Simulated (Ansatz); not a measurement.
Relaxation of Cl₃F₃H₂OW (10 atoms, charge 0, multiplicity 1), to a largest force component of 0.03 eV/Å in at most 50 steps.

All numbers below come from Ansatz, RHF/def2-SVP.

```xyz
10
Properties=species:S:1:pos:R:3:forces:R:3
W 0.243 0.340 -0.376 0.10 0.17 -0.93
Cl -0.325 -0.420 3.120 0.73 0.96 0.83
Cl 2.392 0.077 -1.211 -0.05 0.00 0.05
Cl 0.003 2.385 -1.384 0.00 0.02 -0.01
O -1.367 0.409 0.436 -0.05 -0.07 0.08
H -1.862 0.163 1.215 0.10 0.07 -0.14
F 0.478 -1.349 0.325 0.01 -0.01 -0.01
F -0.438 -0.433 -1.892 -0.01 0.00 0.02
F 1.034 1.168 1.080 0.05 0.05 -0.02
H 0.469 0.631 3.055 -0.88 -1.18 0.12
```

Q: Where does it end, and by what steps?

A: The forces met the threshold. After 17 steps the energy has fallen by 0.340 eV; Cl2 moved furthest, 1.20 Å.

```tsv
step	energy less start (eV)	largest force component (eV/Å)	accepted
0	0.0000	1.181	yes
1	-0.1744	0.844	yes
2	-0.2496	0.685	yes
3	-0.2614	0.619	yes
4	-0.3007	0.180	yes
5	-0.3135	0.114	yes
6	-0.3114	0.731	no
7	-0.3202	0.081	yes
8	-0.3230	0.355	yes
9	-0.3239	0.327	yes
10	-0.3297	0.175	yes
11	-0.3302	0.431	yes
12	-0.3345	0.316	yes
13	-0.3365	0.266	yes
14	-0.3390	0.085	yes
15	-0.3393	0.109	yes
16	-0.3400	0.076	yes
17	-0.3404	0.024	yes
```

```xyz
10
Properties=species:S:1:pos:R:3
W 0.304 0.200 -0.542
Cl -0.872 0.465 3.710
Cl 2.373 0.364 -1.556
Cl -0.087 2.422 -0.983
O -1.191 0.049 0.455
H -1.554 0.077 1.339
F 0.690 -1.587 -0.289
F -0.531 -0.269 -2.098
F 1.180 0.600 1.053
H 0.315 0.649 3.280
```

Whether the end is a true minimum wasn't checked by a vibrational analysis.

Time of the run: 53 s on 4 threads of Arm Neoverse V1 (shared host), peak memory 0.5 GiB.
